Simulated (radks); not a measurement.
Problem. These are the eigenvalues of the occupied orbitals of an atom or ion with whole-number occupations (hartree). Calculated with a radial shooting solver on a logarithmic mesh with Libxc functionals: scalar-relativistic Kohn-Sham, r2SCAN, spin-unpolarised, spherical densities, finite nucleus; meta-GGA in the generalised Kohn-Sham scheme; Fermi nuclear charge, rms radius of each element as measured or else 0.836 A^(1/3) + 0.57 fm.

| orbital | eigenvalue |
|---|---|
| 1s | -2717.336 |
| 2s | -474.2510 |
| 2p | -412.9051 |
| 3s | -110.7505 |
| 3p | -92.65367 |
| 3d | -72.38764 |
| 4s | -23.59673 |
| 4p | -17.63514 |
| 4d | -10.19180 |
| 5s | -3.44006 |
| 4f | -1.93705 |
| 5p | -1.92276 |
| 5d | -0.23496 |
| 6s | -0.23322 |

Which element is it, and in what charge state? The configuration may be excited.

Solution. Z = 76, osmium, charge 0: Os in [Xe] 4f14 5d6 6s2. The list shows which subshells hold electrons but not how many an open one holds; the 1s level, -2717.3 hartree, gives Z - s = 73.7 by -(Z - s)^2/2, which with screening and relativity narrows Z to a few neighbours, and the depths of the outer levels then fix element, charge and occupations together.
